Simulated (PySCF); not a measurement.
The free ion Nb3+ in its d2 configuration.

Method (PySCF 2.14, density fitting): CASSCF(2,5) with orbitals averaged over all microstates of the shell, strongly contracted NEVPT2 on the averaged canonical orbitals; basis x2c-TZVPall; spin-free X2C; gas phase; spin-orbit coupling by state interaction with the mean-field operator over all roots.

Task: Which term lies lowest, and with what spin?

Result: 3F (S = 1, orbital degeneracy 7), by NEVPT2.

Task: List the excited states of the same spin.

Result: By NEVPT2: 3P at 9825 cm⁻¹ (1018 nm).

Task: Which is the lowest state of another spin?

Result: 1D at 8370 cm⁻¹ by NEVPT2; CASSCF alone puts it at 10002 cm⁻¹ above the same ground state.

Task: What are the magnetic parameters?

Result: The lowest spin-orbit level is 5-fold with J = 2; the next lies at 1045.9 cm⁻¹. μeff is 1.82 μB at 300 K and 1.65 μB at 10 K; the free-ion value g_J√(J(J+1)) for the Hund's-rule level J = 2 is 1.63 μB.

The job took 3.3 s on one thread of Arm Neoverse V1 (shared host), with 63 basis functions, launched as `OMP_NUM_THREADS=1 python lf_run.py task.json out`.
